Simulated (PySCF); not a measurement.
# Computed records: AlBH4NSi, B2ClFH3

All values are calculated (PySCF 2.14.0). Calculation on a computer-drawn molecule: the log of a Hartree-Fock and frozen-core CCSD(T) single point meant for a local Hartree-Fock minimum, with one planted fault or none, to be diagnosed. Offsets are logged minus clean, where the clean run is the same molecule without the fault. The reference is restricted for singlets and unrestricted otherwise, and also for a bond in bohr or an excited solution. Adding or removing an electron swaps singlet and doublet. The excited solution moves the top pair (singlet) or top alpha electron (doublet) to the lowest empty orbital. Highest occupied and lowest empty are orbital energies over both spins, largest force is the largest gradient component, triples share is (T) over the correlation energy, the T1 limit is 0.02 restricted and 0.045 unrestricted, electrons count all cores, a negative frequency is imaginary (commonest isotopes), and the dipole is about the centre of nuclear charge.

Common to all runs: logged SCF converged yes; logged CC converged yes; logged SCF stable within its kind yes; possible faults no fault, one electron removed, one electron added, multiplicity raised by two, geometry at a saddle point, SCF held on an excited solution, minimal basis STO-3G, one bond length entered in bohr, all coordinates scaled.

Notes on all entries: T1 above single-reference limit.

```yaml
- entry: 1
  formula: AlBH4NSi
  logged_structure:
    atoms_angstrom:
      - [B, -0.7393, 0.2745, 2.6431]
      - [Al, 0.3478, -0.2009, 0.8734]
      - ["N", 1.6893, -1.2994, 0.6108]
      - [Si, 2.8843, -2.253, 0.2819]
      - [H, -0.4603, 1.2457, 3.2984]
      - [H, -1.7825, -0.2728, 2.8939]
      - [H, 4.306, -1.8668, 0.3432]
      - [H, 2.7433, -3.6604, -0.1347]
  given:
    meant_charge: 0
    meant_multiplicity: 2
    meant_basis: "cc-pV(D+d)Z"
    logged_electrons: 44
    logged_basis_functions: 94
    logged_spin_squared: 0.0
    "logged_highest_occupied [eV]": -0.10675
    "logged_lowest_empty [eV]": 5.6281
    "logged_largest_force [hartree/bohr]": 0.025211
    logged_T1_diagnostic: 0.036759
    logged_D1_diagnostic: 0.14322
    logged_triples_share: 0.045552
    "logged_dipole_magnitude [debye]": 8.4295
    "logged_energy_HF [hartree]": -612.23137
    "logged_energy_CCSD(T) [hartree]": -612.72943
    drawn_bonds_atom: [1, 2, 3, 1, 1, 4, 4]
    drawn_bonds_other_atom: [2, 3, 4, 5, 6, 7, 8]
    drawn_bonds_order: [1, 1, 2, 1, 1, 1, 1]
  results:
    planted_fault: "one electron added"
    "HF_energy_offset_from_clean_run [kcal/mol]": 18.15
    "CCSD(T)_energy_offset_from_clean_run [kcal/mol]": -15.24
- entry: 2
  formula: B2ClFH3
  logged_structure:
    atoms_angstrom:
      - [B, 0.8433, -0.526, 0.2972]
      - [B, -0.8344, -0.8293, 0.3288]
      - [F, -1.728, -0.5679, -0.6515]
      - [Cl, -1.788, -1.5011, 1.7923]
      - [H, 1.0473, 1.6893, 1.0856]
      - [H, 1.2594, -0.576, -0.8701]
      - [H, 1.476, -1.2823, 1.0393]
  given:
    meant_charge: -1
    meant_multiplicity: 1
    meant_basis: "aug-cc-pV(D+d)Z"
    logged_electrons: 40
    logged_basis_functions: 128
    logged_spin_squared: 0.418
    "logged_highest_occupied [eV]": -2.8269
    "logged_lowest_empty [eV]": 3.8621
    "logged_largest_force [hartree/bohr]": 0.023423
    logged_T1_diagnostic: 0.046422
    logged_D1_diagnostic: 0.24526
    logged_triples_share: 0.033078
    "logged_dipole_magnitude [debye]": 6.9916
    "logged_energy_HF [hartree]": -610.09006
    "logged_energy_CCSD(T) [hartree]": -610.71016
    drawn_bonds_atom: [1, 2, 2, 1, 1, 1]
    drawn_bonds_other_atom: [2, 3, 4, 5, 6, 7]
    drawn_bonds_order: [1, 1, 1, 1, 1, 1]
  results:
    planted_fault: "one bond length entered in bohr, row 4 of the drawn bonds"
    "HF_energy_offset_from_clean_run [kcal/mol]": 55.61
    "CCSD(T)_energy_offset_from_clean_run [kcal/mol]": 55.5
```
